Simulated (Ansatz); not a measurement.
The same molecule with X = B, Ga, In. Ansatz, PBE0-D4/def2-TZVP geometries, multiplicity 1.

Elements past krypton have def2 core potentials. Scalar relativity is left out up to krypton.

| X | molecule | mean X–F bond length / Å | mean X–H bond length / Å | mean X–Si bond length / Å | LUMO energy (PBE/def2-TZVPP) / eV | HOMO–LUMO gap (PBE0/def2-TZVPP) / eV | HOMO energy (PBE/def2-TZVPP) / eV |
| --- | --- | --- | --- | --- | --- | --- | --- |
| Ga | `[F][GaH][SiH3]` | 1.766 | 1.565 | 2.406 | -2.73 | 6.07 | -6.86 |
| In | `[F][InH][SiH3]` | 1.968 | 1.714 | 2.558 | -2.75 | 5.84 | -6.74 |

(1) Give the row for X = B, `FB[SiH3]`. (An estimate is asked.)

Answers

(1) Computed: 
```tsv
X	molecule	mean X–F bond length / Å	mean X–H bond length / Å	mean X–Si bond length / Å	LUMO energy (PBE/def2-TZVPP) / eV	HOMO–LUMO gap (PBE0/def2-TZVPP) / eV	HOMO energy (PBE/def2-TZVPP) / eV
B	`FB[SiH3]`	1.321	1.203	2.035	-2.74	6.44	-6.87
```

From B to In the mean X–F bond length rises at each step, by 0.647 Å in all; the mean X–H bond length rises at each step, by 0.511 Å in all; the mean X–Si bond length rises at each step, by 0.523 Å in all; the LUMO energy (PBE/def2-TZVPP) hardly changes; the HOMO–LUMO gap (PBE0/def2-TZVPP) falls at each step, by 0.60 eV in all; the HOMO energy (PBE/def2-TZVPP) rises at each step, by 0.13 eV in all. Bonds lengthen as the atom grows down the group.
